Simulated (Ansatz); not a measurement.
boron atom (B), doublet.

Ansatz (a first-principles code) was given this input:
Ansatz 0.2 input:
```yaml
crystal:
  periodic: [false, false, false]
  atoms:
    - {symbol: B, position_ang: [0.00000000, 0.00000000, 0.00000000]}
basis:
  gaussian:
    orbitals: def2-SVP
hamiltonian:
  xc: lc_wpbe
magnetization: {spin_polarized: true, initial_magnetization: 1}
```

Question: Estimate the total energy that LC-WPBE/def2-SVP (Ansatz) returns for this input.

Answer: -24.599321 Ha

Question: Predict the number of basis functions from LC-WPBE/def2-SVP.

Answer: 14
